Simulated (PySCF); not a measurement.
**Structure from 2D NMR**

Compound of formula C₇H₇FOSi. Correlations simulated from computed shifts and the bond graph:

HSQC (one-bond C–H):
```
  δH     δC
7.10  158.6
5.20  100.7
2.25    6.1
```

COSY cross peaks (H two or three bonds apart, from the bond graph; peaks can be absent where the dihedral angle is near 90°):
```
  δH    δH
7.10  5.20
5.20  4.99
```

HMBC (two and three bonds, from the bond graph):
```
  δH                               δC
7.10                     174.1, 100.7
5.20                      158.6, 69.8
4.99  174.1, 158.6, 100.7, 77.5, 69.8
2.25                      101.8, 77.5
```

Carbons without hydrogens: δ 174.1, 101.8, 77.5, 69.8.

PySCF 2.14.0 with density-fitted response routines calculation with geometry from GFN2-xTB and shieldings: GIAO PBE0/pcSseg-1; one averaged value for each set of equivalent atoms, no solvent model, single conformer, non-relativistic.

δ = σ(ref) − σ, references computed at the same level: TMS for $^{1}$H (σ = 31.72 ppm), $^{13}$C (σ = 186.93 ppm).

Exchangeable hydrogens are left out of these lists.

Which molecule is this?

## Answers

`InChI=1S/C7H7FOSi/c1-2-3-6-7(8)9-4-5-10-6/h4-5H,10H2,1H3`.

Mapped SMILES: `[CH3:1][C:2]#[C:3][C:4]1=[C:5]([F:6])[O:7][CH:8]=[CH:9][SiH2:10]1` (H(Xn): hydrogen on atom n).

- δC 174.1 is C5, an alkene carbon bearing oxygen.
- δC 158.6 is C8, an alkene carbon bearing oxygen (δH 7.10).
- δC 101.8 is C2, an alkyne carbon.
- δC 100.7 is C9, a β carbon of an enol-ether or enamine type C=C (δH 5.20).
- δC 77.5 is C3, an alkyne carbon.
- δC 69.8 is C4, a β carbon of an enol-ether or enamine type C=C.
- δC 6.1 is C1, a propargylic methyl carbon (δH 2.25).
- HMBC from δH 7.10 reaches the proton-free carbon C5.
- HMBC from δH 5.20 reaches the proton-free carbon C4.
- HMBC from δH 4.99 reaches the proton-free carbons C5, C3, C4.
- HMBC from δH 2.25 reaches the proton-free carbons C2, C3.
- COSY links 7.10–5.20, 5.20–4.99.

The data come from this structure; uniqueness wasn't tested.

Shifts are as computed. Against solution values, carbons near 30 ppm lie about +3 ppm off and those near 130 ppm about +5 ppm. Of 1309 compounds with measured shifts, 239 miss one by over three times the rms of a fit or turn the order of signals round; such compounds aren't used in these exercises.
